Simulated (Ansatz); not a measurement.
```yaml
crystal:
  periodic: [false, false, false]
  atoms:
    - {symbol: Se, position_ang: [-1.019215, -0.423962, -0.848242]}
    - {symbol: Se, position_ang: [1.179125, -0.553933, 0.045155]}
    - {symbol: H, position_ang: [-1.184048, 1.260170, -0.743744]}
    - {symbol: H, position_ang: [0.927182, -0.421102, 1.488086]}
basis:
  gaussian: {orbitals: def2-mTZVPP}
magnetization: {spin_polarized: true, initial_magnetization: 2}
hamiltonian: {xc: {name: PBE0-DH}}
scf: {lower_state_search: full}
```

```sh
$ ansatz run in.yaml --threads 4 --pin off --events-out ev --progress --plain --max-ram 3916MiB
```

Shortened log:

```
Functional definition: PBE0-DH
  name "PBE0-DH"
  cite "Brémond & Adamo, J. Chem. Phys. 135, 024106 (2011) doi:10.1063/1.3604569"
  cite "Perdew, Burke & Ernzerhof, Phys. Rev. Lett. 77, 3865 (1996) doi:10.1103/PhysRevLett.77.3865"
  parameter a = 1/2
  parameter c = 1/8
  exchange = (1 - a)*pbe_x + a*exact_x
  correlation = (1 - c)*pbe_c + c*(mp2_os + mp2_ss)
752 factors; integrals over basis functions are off by at most 1.6e-3 eV
mean field evaluation 1: about -130705.3879 eV, gradient 6.3e0 eV
mean field evaluation 2: about -130705.3902 eV, gradient 6.3e0 eV
mean field evaluation 4: about -130705.7447 eV, gradient 1.2e0 eV
mean field evaluation 8: about -130705.7570 eV, gradient 6.8e-2 eV
mean field evaluation 16: about -130705.7577 eV, gradient 1.4e-2 eV
mean field evaluation 32: about -130705.7578 eV, gradient 1.3e-5 eV
mean field evaluation 64: about -130703.9014 eV, gradient 7.8e0 eV
mean field evaluation 96: about -130705.7578 eV, gradient 1.3e-5 eV
mean field evaluation 128: about -130705.7578 eV, gradient 6.3e-4 eV
mean field evaluation 160: about -130705.7578 eV, gradient 8.0e-4 eV
mean field evaluation 192: about -130705.7577 eV, gradient 8.4e-3 eV
mean field evaluation 224: about -130705.7573 eV, gradient 5.0e-2 eV
mean field evaluation 256: about -130705.7541 eV, gradient 1.1e-1 eV
mean field evaluation 288: about -130705.7424 eV, gradient 2.2e-1 eV
mean field evaluation 320: about -130705.7411 eV, gradient 2.1e-1 eV
mean field -130705.75775685 eV, -4803.3480020194 hartree, gradient 5.8e-6 eV, S^2 2.014555; 12 other end points of the search recorded, 0 dependent functions left out
18 core orbitals not correlated: weight in the atoms' cores, before any rotation towards them, 1.000 or more for the frozen orbitals, at most 0.000 for the correlated occupied ones
reference -130705.75777085 eV, -4803.3480025342 hartree; 18, 16 occupied and 46, 48 virtual orbitals, 752 factors
second order -15.08006600 eV of doubles, -0.00000000 eV of singles
Total energy: -130707.64277910 eV, -4803.4172753097 hartree
```

It took 31 s on 4 threads of Intel Xeon on a shared host.

Correlated methods freeze 18 core orbitals; core or outer-core shells of Se are correlated, in sets that lack core-valence functions.
